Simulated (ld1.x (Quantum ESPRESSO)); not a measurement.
An all-electron radial function and its pseudo partner (tin (Sn))

Columns: radius, all-electron u(r) and pseudo u(r) of the 5s shell (level -10.55 eV) of tin in the configuration [Kr] 4d10 5s2 5p2; PBE, scalar-relativistic, RRKJ scheme, ld1.x (Quantum ESPRESSO) 7.5.

```csv
r (bohr),all-electron,pseudo
0.103,-0.1303,0.0283
0.205,0.1830,0.0560
0.308,0.1775,0.0833
0.410,-0.0499,0.1094
0.513,-0.2570,0.1350
0.615,-0.3480,0.1599
0.718,-0.3269,0.1858
0.820,-0.2292,0.2140
0.923,-0.0900,0.2476
1.025,0.0604,0.2883
1.128,0.2068,0.3395
1.230,0.3369,0.4009
1.332,0.4476,0.4707
1.435,0.5385,0.5436
1.538,0.6093,0.6097
1.640,0.6613,0.6613
1.743,0.6977,0.6977
1.845,0.7201,0.7201
1.948,0.7310,0.7310
2.050,0.7323,0.7323
2.153,0.7257,0.7257
2.255,0.7130,0.7130
2.358,0.6951,0.6951
2.460,0.6736,0.6736
2.562,0.6492,0.6492
2.665,0.6225,0.6225
```

Q: How many radial nodes do the two functions have?

A: The all-electron 5s function has n − l − 1 = 4 (the table is too coarse to show those close to the nucleus); the pseudo-wave has 0, since the states of the same l below it are removed with the core.

Q: At about which radius was the pseudo-wave matched?

A: 1.65 bohr. The columns agree to 0.0005 from 1.54 bohr on; several derivatives are matched, so the curves merge somewhat inside the radius.

Q: Is the pseudo-wave norm-conserving?

A: Yes: the RRKJ scheme keeps the norm inside the radius equal to the all-electron one, which fixes the energy derivative of the logarithmic derivative at the level.
